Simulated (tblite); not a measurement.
Species: C₄H₁₃NOSi₂.
Z-matrix (Å and degrees, GFN2-xTB geometry), rows numbered from 1:
```
C 
O   1  1.4009
C   2  1.4106  1  113.38
Si  3  1.9044  2  107.24  1  -178.33
C   4  1.8968  3  114.90  2   -47.43
C   5  1.5319  4  107.63  3   148.38
Si  6  1.9003  5  108.70  4   -37.96
N   4  1.7306  3  112.16  2    62.28
H   1  1.0984  2  111.28  3    60.63
H   1  1.0986  2  111.26  3   -60.32
H   1  1.0888  2  107.03  3  -179.87
H   3  1.0985  2  110.23  1   -57.36
H   3  1.0982  2  110.37  1    60.08
H   4  1.4775  3  107.84  2  -175.41
H   5  1.0907  4  108.95  3    30.04
H   5  1.0904  4  113.53  3   -88.91
H   6  1.0913  5  108.80  4    80.52
H   6  1.0903  5  110.70  4  -162.80
H   7  1.4670  6  113.58  5   144.13
H   7  1.4677  6  113.64  5   -88.51
H   8  1.0046  4  121.72  3    42.76
```

All values are computed: GFN2-xTB (tblite) harmonic vibrations without scaling, gas phase. The method is semi-empirical: single wavenumbers can be off by several per cent or more. Modes of hydrogen on silicon can be 10 to 20 % off. One conformer, not necessarily the lowest.

Harmonic wavenumbers (cm⁻¹): 39.3, 48.0, 75.4, 118.7, 155.5, 171.1, 229.3, 269.3, 316.8, 368.1, 375.3, 415.5, 485.1, 535.4, 587.5, 638.0, 672.2, 692.4, 697.6, 750.1, 782.1, 793.0, 823.1, 825.7, 848.5, 922.0, 985.8, 1050.7, 1065.5, 1108.1, 1135.2, 1136.9, 1141.3, 1159.6, 1209.0, 1269.5, 1288.5, 1304.8, 1408.0, 1470.8, 1475.7, 1494.4, 1494.7, 1504.7, 2142.2, 2202.2, 2227.6, 2849.4, 2878.2, 2888.4, 2906.3, 2963.2, 2975.1, 2983.8, 2991.9, 3019.8, 3504.2.

A = 2591, B = 781.8, C = 748.1 MHz; mass 147.054 u (most abundant isotopes); point group C1, symmetry number 1.

Question: What is the zero-point energy?

Answer: ½Σν̃ = 35935 cm⁻¹ = 102.74 kcal/mol.

Question: Entropy at 200 K, 1 bar (ideal gas, RRHO, classical rotation)?

Answer: Translation 38.91, rotation 28.55, vibration 23.50: S = 91.0 cal/(mol K).

Question: And Cp and H(200 K) − H(0)?

Answer: Cp = 32.19 cal/(mol K), of which vibrations give 24.24 (their classical limit is 57 R = 113.3); H(200 K) − H(0) = 4.07 kcal/mol without the zero-point energy, 2.48 from vibrations.

Question: What must be added to the electronic energy to get the Gibbs energy at 200 K and 1 bar?

Answer: ZPE + [H(200 K) − H(0)] − T·S = 102.74 + 4.07 − 18.19 = 88.62 kcal/mol.

Question: Blend soft modes into free rotors: weight 1/[1 + (100 cm⁻¹/ν̃)⁴] for the oscillator and the rest for a rotor with moment μB/(μ + B), μ = h/(8π²ν), B = 10⁻⁴⁴ kg m². What vibrational entropy results?

Answer: 21.22 cal/(mol K) in place of 23.50, which changes −T·S at 200 K by +0.45 kcal/mol.

Question: Which modes carry the vibrational entropy at 200 K?

Answer: 39.3 cm⁻¹: 4.50; 48.0 cm⁻¹: 4.11; 75.4 cm⁻¹: 3.23; 118.7 cm⁻¹: 2.36; 155.5 cm⁻¹: 1.86; 171.1 cm⁻¹: 1.70 cal/(mol K); the other 51 give 5.74 together.

Hindered rotation and anharmonicity are outside this model. Other conformers, if any are populated, would add a mixing term that is left out. The structure is chiral; the term R ln 2 for an equal mix with its mirror image is left out.

On an Intel Xeon Platinum 8488C with one thread, shared host with 96 logical CPUs at a one-minute load of 21, this took 1.0 s. The figure is for the frequency step alone.
